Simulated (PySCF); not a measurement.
**How methods differ on the ionisation energy of F²⁺**

F²⁺ [He] 2s2 2p3 (4S) → F³⁺ [He] 2s2 2p2 (3P), as a difference of total energies. Computed with PySCF 2.14 in def2-TZVP (5s3p2d1f, 31 functions), with the non-relativistic Hamiltonian (point nucleus). Correlated levels: valence: 1s2 frozen. The calculations carry no spin-orbit coupling.

Order these methods by the ionisation energy they give, lowest first.
A. MP2 (valence)
B. PBE0
C. UHF
D. CCSD (valence)

C (62.258 eV), D (62.603 eV), A (62.824 eV), B (62.934 eV).

Errors of the correlated levels include the incompleteness of this basis and the frozen core.

For comparison: 62.708 eV (semi-empirical (NIST evaluation); NIST Atomic Spectra Database, ionization energies).
